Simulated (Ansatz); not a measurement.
Two isomers of CH5F2NOSi: A = `NC(F)(F)O[SiH3]`, B = `N[Si](O)(F)CF`.

Calculated with Ansatz (gas phase, PBE0-D4/def2-TZVP geometries, no zero-point term in ΔE). CCSD(T)/CBS is the MP2 limit (def2-TZVPP, def2-QZVPP) plus CCSD(T) − MP2 in def2-TZVPP, frozen cores. DFT in def2-TZVPP. B3LYP here is the variant with VWN-RPA as its local correlation; programs differ in this. One conformer a species, not always the lowest.

A:

Z-matrix (Å, degrees):
```
C
F 1 1.362
F 1 1.378 2 103.3
N 1 1.398 2 109.4 3 120.6
O 1 1.345 2 111.2 3 -116.8
H 4 1.011 1 111.3 2 -68.9
H 4 1.010 1 110.6 2 167.4
Si 5 1.672 1 125.4 2 35.6
H 8 1.481 5 110.3 1 -74.9
H 8 1.481 5 110.6 1 47.5
H 8 1.479 5 103.8 1 166.7
```

B:

Z-matrix (Å, degrees):
```
Si
O 1 1.629
F 1 1.595 2 112.1
N 1 1.689 2 110.7 3 118.1
C 1 1.881 2 107.2 3 -117.3
H 2 0.961 1 115.7 3 87.0
H 4 1.005 1 121.0 2 -123.2
H 4 1.005 1 122.2 2 32.2
F 5 1.402 1 109.3 2 38.3
H 5 1.094 1 112.7 2 158.4
H 5 1.095 1 111.1 2 -80.5
```

Q: Which isomer does CCSD(T)/CBS put lower? Give the gap. (An estimate is asked.)

A: Ansatz gave: B, by 317.0 kJ/mol.

Q: Give E(B) − E(A) in kJ/mol with B2PLYP, B3LYP-D4, ωB97M-V, HF/def2-TZVPP, CCSD(T)/def2-TZVPP, MP2/def2-TZVPP, B3LYP. (An estimate is asked.)

A: Ansatz gave: B2PLYP -307.5, B3LYP-D4 -304.1, ωB97M-V -299.9, HF/def2-TZVPP -290.3, CCSD(T)/def2-TZVPP -301.9, MP2/def2-TZVPP -316.5, B3LYP -301.8. None reverses the order clearly.

Largest T1 diagnostic: 0.012.

In def2-TZVPP, CCSD(T) changes the Hartree–Fock value by −11.6 kJ/mol (the triples alone add +2.5 kJ/mol) and MP2 by −26.2 kJ/mol. From PBE to PBE0 (25 % exact exchange), in def2-TZVPP and without D4, E(B) − E(A) moves by −4.1 kJ/mol.
